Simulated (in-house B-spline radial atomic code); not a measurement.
A calculation on Ag⁺ (with a hole in an inner shell): its settings, and results tabulated from the run. Method: Dirac-Hartree-Fock, average of the jj configuration, Fermi nucleus of rms radius 4.5454 fm. Calculated with an all-electron radial atomic-structure program (B-spline basis).

In the input, a minus or plus after the letter marks the j = l - 1/2 or j = l + 1/2 subshell.

Command:
```bash
python run_scf.py task.json out
```
Settings (nuclear radius in fm, mass in u):
```
Z                47
configuration    1s2 2s2 2p6 3s2 3p6 3d10 4s2 4p6 4d-3 4d+6 5s1
hamiltonian      dirac
method           hf
spin_polarised   False
nucleus          fermi
rms_radius       4.5454
atomic_mass      106.90509
speed_of_light   137.035999084
```

Output (hartree, bohr):
```
 radial grid: 81 intervals, B-splines of order 8, outer radius 60 bohr

 iter        energy (Eh)    residual
    1       -5309.132349    5.65e-01
    2       -5311.729067    2.81e-01
    3       -5314.099260    5.29e-02
    4       -5314.209405    1.12e-02
    5       -5314.214365    5.92e-03
    6       -5314.215617    1.28e-03
    7       -5314.215658    2.69e-04
    8       -5314.215661    6.50e-05
    9       -5314.215661    4.54e-06
   10       -5314.215661    7.78e-07
   11       -5314.215661    3.93e-08

 total energy                     -5314.21566
 kinetic                            5562.2218
 electron-nucleus                 -12871.2134
 electron-electron                  1994.7760

 first-order corrections (not in the total)
   Gaunt                             3.9749
   retardation                      -0.4020
   frequency dependence             -0.0308
   self-energy                       2.6838
   Uehling                          -0.3333
   Wichmann-Kroll                    0.0062
   recoil                            0.0188

 orbital      occ     eigenvalue          <r>       <r^2>       <1/r>       <r^4>       r_max    small
 1s1/2      2.000      -943.6467    0.0311021  0.00130787     49.4365 4.45529e-06     0.02016  2.96e-02
 2s1/2      2.000      -142.4899     0.134322   0.0213374     11.4127 0.000787923      0.1139  6.23e-03
 2p1/2      2.000      -132.0217     0.114209   0.0160263     11.3558 0.000518291     0.08829  6.21e-03
 2p3/2      4.000      -125.5540     0.119239   0.0173422     10.6756 0.000596951     0.09251  5.96e-03
 3s1/2      2.000       -27.8812       0.3662    0.153464     4.00497    0.036072      0.3317  1.77e-03
 3p1/2      2.000       -23.6697     0.358591    0.149441     3.90108   0.0359126       0.319  1.70e-03
 3p3/2      4.000       -22.4930     0.369078    0.158127     3.73926   0.0401238      0.3286  1.64e-03
 3d3/2      4.000       -15.1056     0.342928    0.139987     3.55924   0.0366294      0.2726  1.51e-03
 3d5/2      6.000       -14.8854     0.345931    0.142236     3.52002   0.0375955      0.2753  1.49e-03
 4s1/2      2.000        -4.7554     0.916366    0.950354      1.4966        1.36      0.8239  4.21e-04
 4p1/2      2.000        -3.3098     0.982261     1.10365     1.37815     1.92052      0.8619  3.68e-04
 4p3/2      4.000        -3.1648      1.01169     1.17119     1.32894     2.16916      0.8859  3.50e-04
 4d3/2      3.000        -0.9833      1.30354      2.0363     1.02294     7.99118        1.02  2.22e-04
 4d5/2      6.000        -0.9659      1.32095      2.0911     1.00678     8.43382       1.031  2.15e-04
 5s1/2      1.000        -0.5631      2.84405      9.1878    0.444482     132.587        2.41  4.41e-05
```

Time taken, with all properties: 1.6 s on 1 thread of Arm Neoverse V1, on a shared host.

For the Dirac Hamiltonian the kinetic term is c α·p + (β - 1)c².
